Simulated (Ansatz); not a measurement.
Gas-phase electronic energies from Ansatz, PBE0-D4/def2-TZVP geometries. CCSD(T)/CBS adds triple-zeta CCSD(T) − MP2 to the extrapolated MP2 energy (def2 sets, frozen cores). Functionals use def2-TZVPP. HSE06 is defined as in plane-wave codes. For Ge outer-core shells are correlated without core-valence functions, which leaves a few kJ/mol of doubt a bond. Scalar relativity is left out up to krypton. Each species was taken in one conformer, which may not be the lowest.

`C[B](C)[GeH3]` + `O=CO[SiH2]F` → `F[SiH2][O][GeH3]` + `CB(C)C=O`  (redistribution)

Question: Is it downhill or uphill in electronic energy at CCSD(T)/CBS, and by how much? (An estimate is asked.)

Answer: The calculation gave: Downhill: ΔE = -26.6 kJ/mol.

Question: What do these levels give: PBE-D4, HSE06-D4, r2SCAN, HSE06, HF/def2-TZVPP, HF/CBS(def2)? (Estimate.)

Answer: The calculation gave: PBE-D4 -8.4, HSE06-D4 -13.1, r2SCAN -15.9, HSE06 -13.9, HF/def2-TZVPP -45.7, HF/CBS(def2) -48.9 kJ/mol.

Largest T1 diagnostic among the species: 0.015.

In def2-TZVPP, CCSD(T) changes the Hartree–Fock value by +19.3 kJ/mol (the triples alone add +3.5 kJ/mol) and MP2 by +17.4 kJ/mol. From BLYP to BHLYP (50 % exact exchange), in def2-TZVPP and without D4, ΔE moves by −8.2 kJ/mol. At CCSD(T), def2-SVP lies +7.7 kJ/mol from the extrapolated value and def2-TZVPP +0.2 kJ/mol.
